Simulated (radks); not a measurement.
Results of a calculation; reference values are marked as such.
All-electron atom: P4+ in [Ne] 3s1.

Code: a radial shooting solver on a logarithmic mesh with Libxc functionals. Model: Dirac Kohn-Sham, PBE, spin-unpolarised, spherical densities, finite nucleus; Fermi nuclear charge, rms radius 3.1889 fm.

Energy parts (Ry):
| part | energy |
|---|---|
| total | -675.67446 |
| kinetic | 678.35017 |
| electron-nucleus | -1566.21982 |
| Hartree | 255.44335 |
| exchange-correlation | -43.24816 |

Orbitals (lengths in bohr, moments of r in powers of bohr; <r^-3> diverges for s and p1/2):
orbital  occ.  eigenvalue (Ry)    <r^2>  <r^-3>     <r>
1s1/2       2        -157.4756  0.01444       -  0.1036
2s1/2       2        -16.91137   0.3184       -  0.5170
2p1/2       2        -13.33306   0.2880       -  0.4796
2p3/2       4        -13.26473   0.2905   63.69  0.4818
3s1/2       1         -4.29690    2.909       -   1.598

The highest occupied level is 3s1/2 at -58.462 eV. The density falls to 0.001 e/bohr^3 at r = 2.76 bohr.
